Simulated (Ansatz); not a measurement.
Pulling on the In1–H2 bond in H2IIn (SMILES [InH2][I]) (multiplicity 1 held, fragments rigid). Energies count from the point at 1.714 Å.
Geometry at that point (charge 0, multiplicity 1):
```xyz
4

In    -0.72639    -1.13552     0.19956
H     -0.06962    -2.17410     1.39445
H     -2.11915    -1.24747    -0.79314
I      0.71286     1.11438    -0.19584
```

Restricted levels (R-, RO-) in cc, def2 and unpolarised 6-31G sets keep to the state of the molecule at rest. U- levels take the lowest unrestricted solution at each point, which mixes spins at long bonds. Levels need not reach the same state.

Cores are frozen in the correlated methods. Filled d and f shells under p-block atoms count as core.

The values were computed with Ansatz (a program for electronic structure). Each number belongs to the level named beside it. In def2 rows elements past Kr take small-core potentials, without spin–orbit coupling.

Q: One of these levels gives 64.59 kcal/mol for the energy at R = 5.485 Å. Name it.
A) U-MP2/def2-SVP
B) R-SCS-MP2/def2-SVP
C) U-HF/def2-SVP

A: A, U-MP2/def2-SVP. The others give 52.66 (U-HF/def2-SVP), 82.77 (R-SCS-MP2/def2-SVP)

Doubts at one or more of the structures used: a spin-contaminated determinant (U-HF/def2-SVP, U-MP2/def2-SVP); a restricted determinant that unrestricted orbitals would lower (R-SCS-MP2/def2-SVP).
